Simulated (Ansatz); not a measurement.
Reaction (redistribution): `[F][GeH2][AlH2]` + `[AlH2][O][GaH2]` → `[F][GeH2][GaH2]` + `[AlH2][O][AlH2]`

Gas-phase electronic energies from Ansatz, PBE0-D4/def2-TZVP geometries. CBS: MP2 limit from def2 TZ/QZ plus the TZ coupled-cluster correction, frozen cores. Functionals use def2-TZVPP. For Ga, Ge outer-core shells are correlated without core-valence functions, which leaves a few kJ/mol of doubt a bond. Scalar relativity is left out up to krypton.

```json
{"level": "BLYP-D4", "ΔE (kJ/mol)": "-91.7"}
{"level": "r2SCAN-D4", "ΔE (kJ/mol)": "-91.3"}
{"level": "B97M-V", "ΔE (kJ/mol)": "-92.3"}
{"level": "PBE0-D4", "ΔE (kJ/mol)": "-89.0"}
{"level": "ωB97X-V", "ΔE (kJ/mol)": "-89.3"}
{"level": "LC-ωPBE", "ΔE (kJ/mol)": "-88.7"}
{"level": "HF/CBS(def2)", "ΔE (kJ/mol)": "-93.3"}
{"level": "CCSD/CBS(def2)", "ΔE (kJ/mol)": "-93.1"}
```

Task: What does CCSD(T)/CBS give? (An estimate is asked.)

Result: Computed: -91.6 kJ/mol. The listed levels differ from it by -0.1, 0.3, -0.7, 2.6, 2.3, 2.9, -1.7, -1.5 kJ/mol.

Largest T1 diagnostic among the species: 0.015.

At CCSD(T), def2-SVP lies +8.7 kJ/mol from the extrapolated value and def2-TZVPP +2.2 kJ/mol. Leaving LDA and LC-ωPBE aside and taking each functional with its dispersion term where it has one, the values, not all of them listed here, spread over 10.5 kJ/mol, from BHLYP-D4 to revPBE-D4.
